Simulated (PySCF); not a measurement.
PySCF input (M06-L/def2-TZVPD):

```python
from pyscf import gto, scf, dft

mol = gto.M(
    atom='''
    B    -0.00000000   -0.00000000    0.00000000
    H    -1.14940675   -0.10568714   -0.28676459
    H     0.42885717   -0.56396088    0.95528489
    H     0.72054958    0.66964802   -0.66852031
    ''',
    basis='def2-tzvpd',
    charge=0,
    spin=0,
    verbose=4,
)

mf = dft.RKS(mol, xc='m06l').density_fit(auxbasis='def2-universal-jkfit')
mf.grids.level = 4
mf.conv_tol = 1e-9
mf.max_cycle = 100
mf.max_memory = 1500
mf.kernel()
if not mf.converged:
    mf = mf.newton()
    mf.kernel(mf.make_rdm1())
mf.analyze()
```

Output:

```
PySCF version 2.14.0

[INPUT] verbose = 4
[INPUT] num. atoms = 4
[INPUT] num. electrons = 8
[INPUT] charge = 0
[INPUT] spin (= nelec alpha-beta = 2S) = 0
[INPUT] symmetry False subgroup None
[INPUT] Mole.unit = angstrom
[INPUT] Symbol           X                Y                Z      unit          X                Y                Z       unit  Magmom
[INPUT]  1 B      0.000000000000   0.000000000000   0.000000000000 AA    0.000000000000   0.000000000000   0.000000000000 Bohr   0.0
[INPUT]  2 H     -1.149406750000  -0.105687140000  -0.286764590000 AA   -2.172063963226  -0.199719749489  -0.541906537323 Bohr   0.0
[INPUT]  3 H      0.428857170000  -0.563960880000   0.955284890000 AA    0.810422597856  -1.065731608169   1.805226813035 Bohr   0.0
[INPUT]  4 H      0.720549580000   0.669648020000  -0.668520310000 AA    1.361641365370   1.265451357657  -1.263320294609 Bohr   0.0

nuclear repulsion = 7.44462380658423
number of shells = 28
number of NR pGTOs = 85
number of NR cGTOs = 64
basis = def2-tzvpd
ecp = {}

******** <class 'pyscf.df.df_jk.DFRKS'> ********
method = DFRKS
initial guess = minao
damping factor = 0
level_shift factor = 0
DIIS = <class 'pyscf.scf.diis.CDIIS'>
diis_start_cycle = 1
diis_space = 8
diis_damp = 0
SCF conv_tol = 1e-09
SCF conv_tol_grad = None
SCF max_cycles = 100
direct_scf = False
XC library pyscf.dft.libxc version 7.1.2
    S. Lehtola, C. Steigemann, M. J. T. Oliveira, and M. A. L. Marques,  SoftwareX 7, 1–5 (2018)
XC functionals = m06l
    Y. Zhao and D. G. Truhlar,  J. Chem. Phys. 125, 194101 (2006)
    Y. Zhao and D. G. Truhlar,  J. Chem. Phys. 125, 194101 (2006)
    Y. Zhao and D. G. Truhlar,  Theor. Chem. Acc. 120, 215 (2008)
radial grids:
    Treutler-Ahlrichs [JCP 102, 346 (1995); DOI:10.1063/1.469408] (M4) radial grids

becke partition: Becke, JCP 88, 2547 (1988); DOI:10.1063/1.454033
pruning grids: <function nwchem_prune>
grids dens level: 4
symmetrized grids: False
atomic radii adjust function: <function treutler_atomic_radii_adjust>
small_rho_cutoff = 0
Set gradient conv threshold to 3.16228e-05
Initial guess from minao.
tot grids = 75232
init E= -26.3632207612573
  HOMO = -0.389810793320374  LUMO = -0.152102681207117  gap/eV = 6.46837
cycle= 1 E= -26.6075492329416  delta_E= -0.244  |g|= 0.144  |ddm|= 1.31
  HOMO = -0.298083523919796  LUMO = -0.0642350093876995  gap/eV = 6.36334
cycle= 2 E= -26.6104324276189  delta_E= -0.00288  |g|= 0.116  |ddm|= 0.284
  HOMO = -0.322562648649781  LUMO = -0.0847883139178336  gap/eV = 6.47017
cycle= 3 E= -26.6141412041676  delta_E= -0.00371  |g|= 0.0169  |ddm|= 0.102
  HOMO = -0.324834343666656  LUMO = -0.0852709021005538  gap/eV = 6.51885
cycle= 4 E= -26.6141989513223  delta_E= -5.77e-05  |g|= 0.00126  |ddm|= 0.0399
  HOMO = -0.324322790782512  LUMO = -0.084699032955065  gap/eV = 6.52049
cycle= 5 E= -26.6141997013948  delta_E= -7.5e-07  |g|= 0.000254  |ddm|= 0.00379
  HOMO = -0.324405133971164  LUMO = -0.0847623220082632  gap/eV = 6.52101
cycle= 6 E= -26.6141997212325  delta_E= -1.98e-08  |g|= 2.57e-05  |ddm|= 0.00124
  HOMO = -0.324416444469544  LUMO = -0.0847705118950284  gap/eV = 6.52110
cycle= 7 E= -26.6141997213979  delta_E= -1.65e-10  |g|= 3.27e-06  |ddm|= 0.000168
  HOMO = -0.324417389550302  LUMO = -0.0847720675022909  gap/eV = 6.52108
Extra cycle  E= -26.6141997213993  delta_E= -1.39e-12  |g|= 2.61e-06  |ddm|= 5.99e-06
converged SCF energy = -26.6141997213993
**** SCF Summaries ****
Total Energy =                         -26.614199721399256
Nuclear Repulsion Energy =               7.444623806584235
One-electron Energy =                  -49.103650276073424
Two-electron Energy =                   15.044826748089932
Two-electron Coulomb Energy =           20.194436504738423
DFT Exchange-Correlation Energy =       -5.149609756648490
HOMO-LUMO gap [eV] =                     6.521081366135634
**** MO energy ****
MO #1   energy= -6.67085051954133  occ= 2
MO #2   energy= -0.479934319970436 occ= 2
MO #3   energy= -0.324418064356301 occ= 2
MO #4   energy= -0.324417389550302 occ= 2
MO #5   energy= -0.0847720675022909 occ= 0
MO #6   energy= 0.0128692240018147 occ= 0
MO #7   energy= 0.0865509956452019 occ= 0
MO #8   energy= 0.0865515867707072 occ= 0
MO #9   energy= 0.0900861032097642 occ= 0
MO #10  energy= 0.0900868278076728 occ= 0
MO #11  energy= 0.10450592742834   occ= 0
MO #12  energy= 0.122573437978128  occ= 0
MO #13  energy= 0.122573560311845  occ= 0
MO #14  energy= 0.13756210004426   occ= 0
MO #15  energy= 0.172414361556738  occ= 0
MO #16  energy= 0.211916581022683  occ= 0
MO #17  energy= 0.211918589276096  occ= 0
MO #18  energy= 0.230047317800791  occ= 0
MO #19  energy= 0.29112777545795   occ= 0
MO #20  energy= 0.293656975054643  occ= 0
MO #21  energy= 0.293657231320639  occ= 0
MO #22  energy= 0.308179444608123  occ= 0
MO #23  energy= 0.308179909203512  occ= 0
MO #24  energy= 0.335524914018022  occ= 0
MO #25  energy= 0.348538284710586  occ= 0
MO #26  energy= 0.383645958430179  occ= 0
MO #27  energy= 0.383647510674674  occ= 0
MO #28  energy= 0.538481834594211  occ= 0
MO #29  energy= 0.538482902631167  occ= 0
MO #30  energy= 0.547993997175097  occ= 0
MO #31  energy= 0.581159389834416  occ= 0
MO #32  energy= 0.581161848888452  occ= 0
MO #33  energy= 0.68585606149432   occ= 0
MO #34  energy= 0.854232973967261  occ= 0
MO #35  energy= 0.854235126265884  occ= 0
MO #36  energy= 0.962552234948379  occ= 0
MO #37  energy= 1.05971094669172   occ= 0
MO #38  energy= 1.1529534887052    occ= 0
MO #39  energy= 1.15295819697808   occ= 0
MO #40  energy= 1.39779359877539   occ= 0
MO #41  energy= 1.51057455932843   occ= 0
MO #42  energy= 1.51059629244334   occ= 0
MO #43  energy= 1.5546476434019    occ= 0
MO #44  energy= 1.77519873290741   occ= 0
MO #45  energy= 1.77522650717731   occ= 0
MO #46  energy= 1.91175772889253   occ= 0
MO #47  energy= 1.93808576086297   occ= 0
MO #48  energy= 1.93808742724855   occ= 0
MO #49  energy= 1.98855666780285   occ= 0
MO #50  energy= 2.00224601759245   occ= 0
MO #51  energy= 2.00225061187924   occ= 0
MO #52  energy= 2.18537693193674   occ= 0
MO #53  energy= 2.18538915615163   occ= 0
MO #54  energy= 2.3805798720655    occ= 0
MO #55  energy= 2.50067171996501   occ= 0
MO #56  energy= 2.50068782343622   occ= 0
MO #57  energy= 2.85688484589945   occ= 0
MO #58  energy= 2.85700661789348   occ= 0
MO #59  energy= 3.02587044060038   occ= 0
MO #60  energy= 3.12207295791801   occ= 0
MO #61  energy= 3.12691703290131   occ= 0
MO #62  energy= 3.12693059229564   occ= 0
MO #63  energy= 3.49015666848997   occ= 0
MO #64  energy= 14.5590189340468   occ= 0
 ** Mulliken pop on meta-lowdin orthogonal AOs  **
 ** Mulliken pop  **
pop of  0 B 1s            1.99981
pop of  0 B 2s            0.96292
pop of  0 B 3s            0.00618
pop of  0 B 4s            0.00065
pop of  0 B 5s            0.00019
pop of  0 B 6s            0.00017
pop of  0 B 2px           0.96466
pop of  0 B 2py           0.37060
pop of  0 B 2pz           0.68705
pop of  0 B 3px           0.00827
pop of  0 B 3py           0.00318
pop of  0 B 3pz           0.00589
pop of  0 B 4px           0.00001
pop of  0 B 4py           0.00000
pop of  0 B 4pz           0.00001
pop of  0 B 3dxy          0.00052
pop of  0 B 3dyz          0.00138
pop of  0 B 3dz^2         0.00036
pop of  0 B 3dxz          0.00075
pop of  0 B 3dx2-y2       0.00090
pop of  0 B 4dxy          0.00004
pop of  0 B 4dyz          0.00011
pop of  0 B 4dz^2         0.00003
pop of  0 B 4dxz          0.00006
pop of  0 B 4dx2-y2       0.00007
pop of  0 B 5dxy          0.00002
pop of  0 B 5dyz          0.00005
pop of  0 B 5dz^2         0.00002
pop of  0 B 5dxz          0.00004
pop of  0 B 5dx2-y2       0.00004
pop of  0 B 4f-3          0.00004
pop of  0 B 4f-2          0.00024
pop of  0 B 4f-1          0.00011
pop of  0 B 4f+0          0.00008
pop of  0 B 4f+1          0.00014
pop of  0 B 4f+2          0.00006
pop of  0 B 4f+3          0.00017
pop of  1 H 1s            0.98617
pop of  1 H 2s            0.00443
pop of  1 H 3s            0.00084
pop of  1 H 2px           0.00151
pop of  1 H 2py           0.00010
pop of  1 H 2pz           0.00024
pop of  1 H 3px           0.00018
pop of  1 H 3py           0.00058
pop of  1 H 3pz           0.00100
pop of  2 H 1s            0.98618
pop of  2 H 2s            0.00443
pop of  2 H 3s            0.00084
pop of  2 H 2px           0.00041
pop of  2 H 2py           0.00040
pop of  2 H 2pz           0.00105
pop of  2 H 3px           0.00134
pop of  2 H 3py           0.00026
pop of  2 H 3pz           0.00016
pop of  3 H 1s            0.98617
pop of  3 H 2s            0.00443
pop of  3 H 3s            0.00084
pop of  3 H 2px           0.00073
pop of  3 H 2py           0.00052
pop of  3 H 2pz           0.00060
pop of  3 H 3px           0.00100
pop of  3 H 3py           0.00013
pop of  3 H 3pz           0.00063
 ** Mulliken atomic charges  **
charge of    0B =     -0.01482
charge of    1H =      0.00494
charge of    2H =      0.00494
charge of    3H =      0.00494
Dipole moment(X, Y, Z, Debye):  0.00000,  0.00001, -0.00001
```
